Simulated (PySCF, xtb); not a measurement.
B(OH)(SeH)2 (BH3OSe2), SMILES OB([SeH])[SeH].

xtb with GFN2-xTB at its own geometry gives an orbital gap of 4.44 eV and a dipole moment of 3.74 D.

Geometry optimised at PBE0-D3(BJ)/def2-SVP. This is a generated structure with no PubChem entry under its InChIKey; it may be hypothetical. Other conformers were not sampled.

Task: What does PySCF with PBE/def2-TZVP give? (The exact figures need the calculation; the answer reports its results.)

Result: gap 4.53 eV (levels -5.86 and -1.33 eV), dipole 1.94 D.
